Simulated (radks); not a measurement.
The numbers below are computed, except where a source is named.
The thallium ion Tl+ inside a hard spherical wall (all orbitals vanish at R), configuration held at [Hg] and not refilled when levels cross. Level of theory: scalar-relativistic Kohn-Sham, PBEsol, spin-polarised, spherical densities, finite nucleus; Fermi nuclear charge, rms radius 5.4759 fm (a radial shooting solver on a logarithmic mesh with Libxc functionals). Eigenvalues in eV for spin up, with the zero of energy where the potential of the charges vanishes at infinity; a dash marks a level that is unbound or too diffuse for the functional's potential to be trusted. A positive occupied level is held by the wall or, in an anion where self-interaction has pushed it up, behind a barrier. The pressure on the wall is -dE/dV.

R (bohr)  E (hartree)  kinetic (hartree)    e(4f)    e(5p)    e(5d)    e(6s)  e(6p, empty)  e(7s, empty)  pressure (GPa)
free      -20235.0341          22774.528  -121.40  -83.421  -22.789  -16.368        -8.159             -               0
20        -20235.0341          22774.528  -121.40  -83.421  -22.789  -16.368        -8.159             -        < 0.0001
12        -20235.0341          22774.528  -121.40  -83.421  -22.789  -16.368        -8.158        -3.567        < 0.0001
5         -20235.0056          22774.775  -120.73  -82.769  -22.181  -15.620        -6.180         9.825            4.82
4         -20234.8568          22775.740  -118.68  -80.871  -20.424  -13.053        -1.540        28.167            48.3
3         -20233.7887          22781.267  -110.02  -73.436  -13.189   -0.637        17.020        83.979             670
2         -20222.6111          22828.559  -67.633  -39.343   26.307   81.895        121.94        322.20           19000
1.5       -20183.2778          22971.524    7.286   33.334   116.68   286.59        354.94        773.45          169000
